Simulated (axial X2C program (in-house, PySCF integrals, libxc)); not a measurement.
**ZrTe: bond constants with and without spin–orbit coupling**

All values were computed with an in-house all-electron X2C program for linear molecules (integrals from PySCF). Spin-free means the one-electron spin-free X2C Hamiltonian; two-component (2c) means X2C with spin–orbit coupling and atomic mean-field two-electron Coulomb and Gaunt terms, so the difference of the two also holds small scalar two-electron terms. Basis: Te dyall-cv3z [11s12p8d4f1g], Zr dyall-cv3z [11s12p9d6f3g] (cores contracted in-house); Gaussian nuclei, density fitting, unrestricted open shells. Masses: Te 129.906 u, Zr 89.905 u.

Input file and command:
```json
{
 "zs": [
  52,
  40
 ],
 "q": 0,
 "bas": [
  "dyall-cv3z",
  "dyall-cv3z"
 ],
 "levels": [
  "PBE0",
  "HF",
  "r2SCAN0"
 ],
 "cc": true,
 "r0": 2.55,
 "thr": -1.0,
 "nmax": 90,
 "npts": 10,
 "nst": 2,
 "ntry": 6
}
```
```bash
python so2c.py task.json out
```

Keys: zs atomic numbers; q charge; bas basis sets; levels methods; cc coupled cluster on or off; r0 starting distance in Å; thr threshold in hartree for freezing inner shells (an s shell follows its p shell); nmax most natural virtual spinors; npts points on the curve; nst determinants followed; ntry starts of the search. HF also brings MP2.

State, spin-free: M_S = 1, Λ = 2 (beyond evenly filled blocks: σα, δ+α); electrons by block: σα: 20, σβ: 19, π+α: 10, π+β: 10, π-α: 10, π-β: 10, δ+α: 4, δ+β: 3, δ-α: 3, δ-β: 3. Fragments: Te + Zr.

State, 2c: Ω = 1 (⟨Sz⟩ = -1.00, ⟨Lz⟩ = 2.00 at PBE0); electrons by block: 1/2: 29, -1/2: 30, 3/2: 14, -3/2: 13, 5/2: 3, -5/2: 3. Fragments: Te + Zr.

```tsv
Hamiltonian	level	Re (Å)	ωe (cm⁻¹)	ωexe (cm⁻¹)	Be (cm⁻¹)	αe (cm⁻¹)	De (eV)	μ (D)
spin-free	PBE0	2.533	293.6	0.516	0.04944	0.00011	4.27	5.87
spin-free	r2SCAN0	2.533	296.2	0.523	0.04947	0.000108	3.94	6.43
2c	PBE0	2.536	291.2	0.53	0.04932	0.000111	n/a	5.81
2c	r2SCAN0	2.535	294.1	0.533	0.04937	0.00011	n/a	6.37
```

Dipoles are positive if Zr is the positive end.

One determinant describes the state; a PBE0 search over occupations chose it and may have missed a lower one. De is counted from the lowest determinant-based energies of the atoms at the same level, without counterpoise correction. De is not given where an atomic determinant may have missed its ground term or J level, or where the truncated virtual space spoils (T). Density functionals use the spin component along the axis (collinear). PBE0 can misorder states that lie within some tenths of an eV, so this need not be the ground state of the molecule. The nearest other spin-free determinant of the search, M_S = 0, Λ = 0, lies 0.44 eV up at the distance of the search. Without a current term, density functionals place determinants with orbital angular momentum somewhat too high. With several unpaired electrons one determinant need not be a pure state. The determinant is spin-polarised beyond a pure state at some levels (its spin-free form has ⟨S²⟩ too high), which makes Re and μ there less reliable.

No reliable constants came from CCSD (2c), CCSD (spin-free), CCSD(T) (2c), CCSD(T) (spin-free), HF (2c), HF (spin-free), MP2 (2c), MP2 (spin-free): no minimum in range, unconverged points, a curve that is not smooth, a change of character along it, or the two Hamiltonians disagreeing along it.

Rough cost a point (2c) on 1 thread(s) of a shared host, integrals apart: PBE0 3 s, r2SCAN0 4 s.

The whole task took 3.5 min on 1 thread of AMD EPYC 9B45 (Zen 5), on a shared host.
